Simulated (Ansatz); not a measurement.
The same group exchange along the group F, Cl, I.

Calculated with Ansatz (gas phase, PBE0-D4/def2-TZVP geometries, no zero-point term in ΔE). CBS: MP2 limit from def2 TZ/QZ plus the TZ coupled-cluster correction, frozen cores. This one scheme is used for every species. DFT in def2-TZVPP. Elements past krypton have def2 core potentials. For I, Te outer-core shells are correlated without core-valence functions, which leaves a few kJ/mol of doubt a bond. One conformer a species, not always the lowest.

```tsv
reaction	MP2/CBS(def2) (kJ/mol)	CCSD/CBS(def2) (kJ/mol)	PBE0-D4 (kJ/mol)	CCSD(T)/CBS(def2) (kJ/mol)
`FC[TeH]` + CH₃NH₂ → `NC[TeH]` + `CF`	-8	-5	-3	-5
`ClC[TeH]` + CH₃NH₂ → `NC[TeH]` + `CCl`	-10	-11	-13	-11
`[TeH]CI` + CH₃NH₂ → `NC[TeH]` + `CI`	-3	-7	-10	-7
```

Largest T1 diagnostic: 0.011, for `FC[TeH]`.
